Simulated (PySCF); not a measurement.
# What an electron can do to Cu2

PBE in PySCF with def2-TZVPPD on every atom, for the lowest determinant that a PBE0 search found; no spin–orbit coupling.

```
species  state (unpaired electrons)  Re (Å)  ωe (cm⁻¹)  energy of the minimum from the neutral (eV)  De (eV)                  dissociates to
    Cu2      singlet (closed shell)   2.263        255                                         0.00     2.11   Cu (3d10 4s1) + Cu (3d10 4s1)
   Cu₂⁺               doublet (σ ↑)   2.401        202                                         8.11     2.16      Cu⁺ (3d10) + Cu (3d10 4s1)
   Cu₂⁻               doublet (σ ↑)   2.371        201                                        -0.91     1.88  Cu (3d10 4s1) + Cu⁻ (3d10 4s2)
```

Problem. Work out the lowest energy to break Cu2 into atoms, from its vibrational ground state.

Solution. D0 = De − ωe/2 = 2.11 − 0.02 = 2.09 eV (PBE/def2-TZVPPD).

Problem. Work out the ionisation energy of the Cu atom at this level and the threshold of dissociative ionisation.

Solution. IE(Cu) = 8.11 + 2.16 − 2.11 = 8.16 eV, so Cu⁺ (3d10) + Cu (3d10 4s1) + e⁻ appears at D0 + IE(Cu) = 10.25 eV (PBE/def2-TZVPPD). The measured IE(Cu) is 7.726 eV (NIST ASD).

Problem. Work out the electron affinity of the Cu atom and the threshold of dissociative attachment.

Solution. EA(Cu) = 2.11 − 1.88 − (-0.91) = 1.14 eV, so Cu (3d10 4s1) + Cu⁻ (3d10 4s2) needs D0 − EA(Cu) = 0.95 eV (PBE/def2-TZVPPD). The measured EA(Cu) is 1.235 eV.

Problem. At which energy does ion-pair formation open?

Solution. Cu⁺ + Cu⁻ lies at D0 + IE(Cu) − EA(Cu) = 9.11 eV (PBE/def2-TZVPPD).

These are thermodynamic thresholds; the onsets seen under electron impact lie higher where the geometry changes, and cross-sections peak well above them.

Closed-shell solutions of metal pairs were not tested for spin polarisation, which can lower them a little. The highest Kohn–Sham level is positive in this anion. Much of that is self-interaction error, but it also means that the finite basis helps to hold the extra electron.
